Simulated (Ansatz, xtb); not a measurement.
# Isomers of C2H7Sb in order of energy

3 gas-phase structures of C2H7Sb, found in a search over its isomers (lower ones may exist). Each was relaxed with GFN2-xTB; where two conformers were screened, the lower at r2SCAN-D4/def2-SVP is listed:

A. `C[CH2][SbH2]`, a singlet
B. `C[CH-][SbH3+]`, a singlet
C. `[CH3][SbH][CH3]`, a singlet

**Question.** Make a reasoned guess at their ranking by r2SCAN-D4/def2-SVP single-point energy.

**Answer.** Calculated order at r2SCAN-D4/def2-SVP: C (0.000), A (0.155), B (3.572) eV.

Energies above the lowest of each column, in eV; the last columns are at B3LYP-D3(BJ)/def2-SVP geometries and were run for some of them only (a dash: not run or not comparable):

| structure | GFN2-xTB | HF/STO-3G | r2SCAN-D4/def2-SVP | B3LYP-D3(BJ)/def2-SVP | CCSD(T)/def2-TZVP |
| --- | --- | --- | --- | --- | --- |
| C | 0.026 | 0.000 | 0.000 | 0.000 | 0.000 |
| A | 0.000 | 0.412 | 0.155 | 0.143 | 0.272 |
| B | 2.692 | 5.386 | 3.572 | – | – |

CCSD(T)/def2-TZVP puts C lowest of those it was run on; GFN2-xTB picks A. Some further structures that were screened fall inside this span and aren't listed. Flexible structures stand in one conformer each, not always the lowest. Frequencies (B3LYP-D3(BJ)/def2-SVP) were run for A, C alone. Atoms past krypton carry core potentials in the def2 sets, without spin–orbit terms.

Programs: Ansatz 0.2.0, xtb 6.7.1.
